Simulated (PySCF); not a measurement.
## Basis and Hamiltonian dependence of the excitation energy of S⁺

S⁺ [Ne] 3s2 3p3 (4S) → S⁺ [Ne] 3s1 3p4 (4P). All values are computed (PySCF 2.14, energy differences of UHF-based or UKS calculations, no spin-orbit coupling). Values in eV.

| basis | Hamiltonian | functions | UHF | PBE | PBE0 | MP2 (valence) | CCSD(T) (valence) | CCSD(T) (valence and next inner shell) |
| --- | --- | --- | --- | --- | --- | --- | --- | --- |
| aug-cc-pVDZ-DK | spin-free X2C | 27 | 10.591 | 10.379 | 10.513 | 10.537 | 10.029 | n/a |
| aug-cc-pV(D+d)Z | non-relativistic | 32 | 10.461 | 10.242 | 10.377 | 10.388 | 9.793 | n/a |
| x2c-TZVPPall | spin-free X2C | 42 | 10.525 | 10.309 | 10.447 | 10.514 | n/a | 10.021 |
| aug-cc-pVTZ-DK | spin-free X2C | 50 | 10.527 | 10.316 | 10.451 | 10.533 | n/a | n/a |
| def2-TZVPPD | non-relativistic | 51 | 10.399 | 10.171 | 10.312 | 10.394 | 9.770 | 9.852 |
| x2c-TZVPPall with one added diffuse shell each of s, p, d type | spin-free X2C | 51 | 10.526 | 10.309 | 10.448 | 10.517 | 9.876 | 9.961 |
| x2c-QZVPPall | spin-free X2C | 70 | 10.517 | 10.308 | 10.442 | 10.519 | 9.886 | 9.990 |
| aug-cc-pCVTZ-DK | spin-free X2C | 75 | 10.522 | 10.312 | 10.448 | 10.529 | 9.893 | 9.978 |
| x2c-QZVPPall with one added diffuse shell each of s, p, d, f type | spin-free X2C | 86 | 10.517 | 10.308 | 10.442 | 10.519 | 9.872 | 9.977 |
| aug-cc-pCVTZ-DK with one added diffuse shell each of s, p, d, f type | spin-free X2C | 91 | 10.523 | 10.311 | 10.447 | 10.530 | 9.893 | 9.979 |
| dyall-acv3z | spin-free X2C | 113 | 10.518 | 10.305 | 10.441 | 10.533 | 9.878 | n/a |
| aug-cc-pwCVQZ | non-relativistic | 134 | 10.389 | 10.169 | 10.307 | 10.395 | n/a | n/a |

Frozen in the all-electron rows: valence: [Ne]; valence and next inner shell: 1s2.

Reference for a calculation without spin-orbit coupling: 9.870 eV (measured, between term centres; NIST).
